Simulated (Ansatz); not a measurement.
CH8N2OSi (`NC[SiH](N)O`), relaxed with RKS PBE0-D4/def2-TZVP in Ansatz 0.2.0 from a PBE-D4/def2-SVP geometry. The force threshold is 0.005 eV/Å; the program also tests the step.

Total charge 0; spin multiplicity 1.

Start:

```xyz
13

N     0.005   -1.739   -0.169
C    -1.006   -0.737    0.197
Si   -0.165    0.943   -0.027
N     1.334    1.054    0.846
O     0.136    0.958   -1.692
H    -0.356   -2.693   -0.041
H     0.214   -1.646   -1.172
H    -1.978   -0.792   -0.358
H    -1.258   -0.842    1.275
H    -1.015    2.109    0.412
H     1.829    0.167    0.989
H     1.401    1.652    1.671
H     0.859    1.565   -1.931
```

```tsv
step	energy (eV)	largest force (eV/Å)	largest move (Å)
1	-14067.0049	0.738	0.000
2	-14067.0679	0.534	0.028
3	-14067.0827	0.086	0.020
4	-14067.0845	0.064	0.020
5	-14067.0865	0.047	0.043
6	-14067.0869	0.030	0.015
7	-14067.0871	0.017	0.013
8	-14067.0872	0.014	0.006
9	-14067.0873	0.004	0.004
```

End:

```xyz
13

N    -0.041   -1.776   -0.208
C    -0.989   -0.739    0.201
Si   -0.141    0.914   -0.020
N     1.304    1.063    0.882
O     0.167    0.944   -1.645
H    -0.432   -2.702   -0.088
H     0.182   -1.669   -1.189
H    -1.956   -0.764   -0.327
H    -1.210   -0.857    1.267
H    -1.001    2.059    0.392
H     1.894    0.257    1.016
H     1.369    1.714    1.646
H     0.853    1.553   -1.925
```

It took 27 s on 4 threads of an Arm Neoverse V2 on a shared host, with 0.54 GiB of host memory at the peak.
